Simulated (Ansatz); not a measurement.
CH₃AlBr (`[CH3][Al][Br]`) radical, relaxed with UKS PBE-D4/def2-SVP in Ansatz 0.2.0 from a rough embedded geometry. The force threshold is 0.03 eV/Å; the program also tests the step.

Total charge 0; spin multiplicity 2.

Start:

```xyz
6

C     0.406    0.176   -0.547
Al   -0.830   -0.997    0.348
Br   -1.636   -0.398    2.480
H     1.398   -0.407   -0.768
H     0.645    1.084    0.038
H     0.016    0.541   -1.552
```

```json
{"step": "1", "energy (eV)": "-77702.8456", "largest force (eV/Å)": "1.794", "largest move (Å)": "0.000"}
{"step": "2", "energy (eV)": "-77702.9356", "largest force (eV/Å)": "0.766", "largest move (Å)": "0.042"}
{"step": "3", "energy (eV)": "-77702.9487", "largest force (eV/Å)": "0.081", "largest move (Å)": "0.018"}
{"step": "4", "energy (eV)": "-77702.9495", "largest force (eV/Å)": "0.011", "largest move (Å)": "0.009"}
```

End:

```xyz
6

C     0.430    0.182   -0.561
Al   -0.858   -1.013    0.362
Br   -1.616   -0.389    2.446
H     1.373   -0.365   -0.770
H     0.657    1.073    0.060
H     0.015    0.512   -1.536
```

It took 9.5 s on 2 threads of a server CPU on a shared host, with 0.16 GiB of host memory at the peak.
